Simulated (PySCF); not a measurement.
Nonlinear optical response: 1-butylpyrrolidine (SMILES CCCCN1CCCC1)

Cartesian coordinates in Å; atom numbers follow the order of the lines, from 1:
```xyz
26

C     4.2105    0.4606    0.2683
C     3.0098    0.0130   -0.5495
C     1.6832    0.2104    0.1703
C     0.4850   -0.2140   -0.6636
N    -0.7624   -0.1588    0.0523
C    -1.2081    1.1623    0.4465
C    -2.6696    0.9619    0.8728
C    -3.0728   -0.3895    0.2480
C    -1.8870   -0.7443   -0.6426
H     4.1489    1.5331    0.5141
H     5.1553    0.2974   -0.2721
H     4.2719   -0.0901    1.2207
H     2.9891    0.5617   -1.5079
H     3.1215   -1.0522   -0.8193
H     1.5845    1.2717    0.4578
H     1.6719   -0.3648    1.1123
H     0.4459    0.4040   -1.5949
H     0.6363   -1.2553   -0.9971
H    -0.5810    1.5761    1.2508
H    -1.1513    1.8754   -0.4102
H    -2.7650    0.9333    1.9677
H    -3.2993    1.7908    0.5183
H    -4.0178   -0.3429   -0.3122
H    -3.1907   -1.1529    1.0309
H    -1.7473   -1.8289   -0.7788
H    -2.0188   -0.2997   -1.6587
```

Method: quadratic response CAM-B3LYP/def2-SVPD first hyperpolarisability, Taylor convention, gas phase in PySCF. Geometry: PBE0-D3(BJ)/def2-SVP.

(1) What is the first hyperpolarisability, and how does it disperse?

(2) Which lowest excitations, dipole and polarisabilities go with it?

Answers

(1) In 10⁻³⁰ esu, Taylor convention; the vector part is βᵢ = ⅓ Σⱼ (βᵢⱼⱼ + βⱼᵢⱼ + βⱼⱼᵢ); β∥ is 3/5 of the vector part along the dipole, the dipole points from − to +:
```tsv
process	λ (nm)	β vector norm	β∥	β HRS	depolarisation ratio
static β(0;0,0)	∞	1.70	-0.98	0.65	6.99
second harmonic β(−2ω;ω,ω)	1907	1.79	-1.03	0.68	6.99
Pockels β(−ω;ω,0)	1907	1.73	-1.00	–	–
second harmonic β(−2ω;ω,ω)	1064	2.03	-1.17	0.77	6.96
Pockels β(−ω;ω,0)	1064	1.80	-1.04	–	–
```

(2) S1 6.14 eV (f = 0.019); S2 6.68 eV (f = 0.015); S3 6.84 eV (f = 0.035); dipole 0.46 D; isotropic α 104.8 au static, 105.0 au at 1907 nm, 105.5 au at 1064 nm, 105.7 au at 953.5 nm, 107.8 au at 532 nm.
